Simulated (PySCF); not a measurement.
## Two-component Hartree-Fock for Ru³⁺ (ruthenium, charge +3)

Start: [Kr] 4d4 5s1; 4d5/2 filled at m_j = -1/2, +1/2, +3/2, +5/2; 5s1/2 filled at m_j = +1/2. Calculated with PySCF 2.14 in x2c-TZVPall-2c with one added diffuse shell each of s, p, d type (9s10p8d1f, 86 functions): generalised Hartree-Fock with the X2C-1e Hamiltonian and a Gaussian nucleus; one run each with spin-orbit coupling (SO) switched off, then screened by Boettger's factors. This is a chosen level, not necessarily the ground level.

| spinor shell | electrons | ε, spin-free (eV) | ε, screened SO (eV) | weight of nominal j (screened SO) | rms radius, screened SO (bohr) |
| --- | --- | --- | --- | --- | --- |
| 1s1/2 | 2 | -22276.9 | -22275.5 | 1.000 | 0.0384 |
| 2s1/2 | 2 | -3319.2 | -3318.8 | 1.000 | 0.158 |
| 2p1/2 | 2 | -2970.3 | -3060.7 | 1.000 | 0.137 |
| 2p3/2 | 4 | -2970.3 | -2928.2 | 1.000 | 0.142 |
| 3s1/2 | 2 | -653.51 | -653.45 | 1.000 | 0.428 |
| 3p1/2 | 2 | -535.80 | -551.76 | 1.000 | 0.425 |
| 3p3/2 | 4 | -535.80 | -528.37 | 1.000 | 0.435 |
| 3d3/2 | 4 | -346.59 | -349.31 | 0.966 | 0.417 |
| 3d5/2 | 6 | -346.59 | -344.73 | 0.978 | 0.420 |
| 4s1/2 | 2 | -134.04 | -134.04 | 1.000 | 1.07 |
| 4p1/2 | 2 | -97.396 | -102.51 | 0.701 | 1.17 |
| 4d5/2 | 4 | -50.571 | -50.530 | 0.659 | 1.49 |
| 5s1/2 | 1 | -33.964 | -33.965 | 1.000 | 2.79 |

(1) Where does 4p3/2 lie, and what is the 4p spin-orbit splitting (screened SO)?

```csv
quantity,spin-free,screened SO
E (hartree),-4525.50317,-4526.14054
M_J,9/2,9/2
⟨J²⟩,24.755,24.758
⟨L²⟩,6.004,6.080
⟨S²⟩,8.751,8.709
```

Each row is a mean over spinors that exchange with the open shell spreads, by up to 11.035 eV (4p3/2).

Rows whose weight is well below 1 are mixtures of j = l ± 1/2: exchange outweighs spin-orbit coupling there, and the label is only the starting occupation.

Breit and QED terms are absent; they matter most for the inner s and p1/2 levels.

Densities and radii are taken from the X2C orbitals without a picture-change correction, which distorts them close to the nucleus.

Without spin-orbit coupling the j labels of p, d and f shells carry no meaning; the spin-free column gives the mean over the occupied spinors of each nl shell.

Answers

(1) At -94.946 eV, 7.562 eV above 4p1/2.
